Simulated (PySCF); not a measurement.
Coordinates in bohr (charge 1 multiplicity 3):
```
Ir    0.0000    0.0000   -1.5834
I     3.7694    0.0000    1.1954
I    -3.7694    0.0000    1.1954
```

All numbers come from PySCF, UB3LYP, basis Ir def2-SVP with ECP60, I def2-SVP with ECP28 (scalar-relativistic core potentials, no spin–orbit coupling, density fitting).

This geometry of [IrI2]+ is a stationary point at this level.

Question: What is the point group?

Answer: C2v.

Question: Is it a minimum?

Answer: Yes: all harmonic wavenumbers are real, though the softest, 46 cm⁻¹, leaves little margin.

Question: List the harmonic modes with their infrared intensities.

Answer: 
```
symmetry  ω (cm⁻¹)  IR (km/mol)
      a1        46          0.2
      a1       223          1.6
      b2       245          2.6
```

In C2v the vibrations span 2a1 + b2. Here b1 is antisymmetric to the molecular plane and b2 lies in it.

Other isomers or separated fragments may lie lower. With open d or f shells other occupations or spin states may lie lower. Spin–orbit coupling, left out here, can matter for elements this heavy.
